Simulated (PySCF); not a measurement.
A GIAO shielding run with PySCF 2.14 (density fitting, non-relativistic, gas phase) on `F[C@H]1C(CC=C)=C1O[SiH2]O`, C$_{6}$H$_{9}$FO$_{2}$Si:

```
$ OMP_NUM_THREADS=1 python probes_run.py task.json out

{"job": {"kind": "nmr", "xc": "PBE0", "basis": "pcSseg-1"}, "charge": 0, "multiplicity": 1}
C     -3.711674     0.331633     0.824255
C     -2.492102     0.832614     0.846171
C     -1.632698     1.007715    -0.373805
C     -0.458160     0.115585    -0.288227
C      0.829574    -0.125084    -0.273208
O      2.075144     0.262649    -0.381537
Si     3.463420    -0.580974    -0.069749
O      4.631192     0.438969    -0.513433
C     -0.041822    -1.291878    -0.025451
F     -0.118564    -1.780694     1.280806
H     -4.184408     0.026213    -0.095368
H     -4.291261     0.205931     1.722413
H     -2.029289     1.122286     1.779565
H     -1.287188     2.042548    -0.449855
H     -2.210184     0.761206    -1.269780
H      3.590279    -1.721470    -0.960902
H      3.496138    -0.890709     1.354055
H      4.551386     1.382465    -0.396073
H     -0.189585    -2.129755    -0.697683
```

Hardware: 1 thread of an Arm Neoverse V1, shared host. The job also computes population analyses, field gradients, ring-centre shieldings.

Problem. How large is the calculation?

Solution. 84 electrons, 222 basis functions and 1172 auxiliary functions.

Problem. How long does it take, and how much memory does it need?

Solution. 53 s of wall time, with 14 SCF cycles and 5 response iterations; peak memory 0.99 GiB. Times on a shared host scatter by some tens of per cent.
